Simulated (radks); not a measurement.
Values are calculated unless marked as measured or tabulated.
Task: These are the eigenvalues of the occupied orbitals of an atom or ion with whole-number occupations (hartree). Code: a radial shooting solver on a logarithmic mesh with Libxc functionals. Model: scalar-relativistic Kohn-Sham, PBEsol, spin-polarised, spherical densities, finite nucleus; Fermi nuclear charge, rms radius of each element as measured or else 0.836 A^(1/3) + 0.57 fm.

1s up: -1317.074
1s down: -1317.070
2s up: -208.4401
2s down: -208.4377
2p up: -187.2477
2p down: -187.2438
3s up: -45.03232
3s down: -45.02821
3p up: -38.21109
3p down: -38.20646
3d up: -28.18841
3d down: -28.18402
4s up: -10.21386
4s down: -10.20470
4p up: -8.02816
4p down: -8.01823
4d up: -4.84212
4d down: -4.82723
5s up: -2.92376
5s down: -2.83903
5p up: -2.34629

Which element is it, and in what charge state? The configuration may be excited. Open shells, if any, are filled with parallel spins first.

Result: Z = 55, caesium, charge +5: Cs5+ in [Kr] 4d10 5s2 5p2. The list shows which subshells hold electrons but not how many an open one holds; the 1s level, -1317.1 hartree, gives Z - s = 51.3 by -(Z - s)^2/2, which with screening and relativity narrows Z to a few neighbours, and the depths of the outer levels then fix element, charge and occupations together.
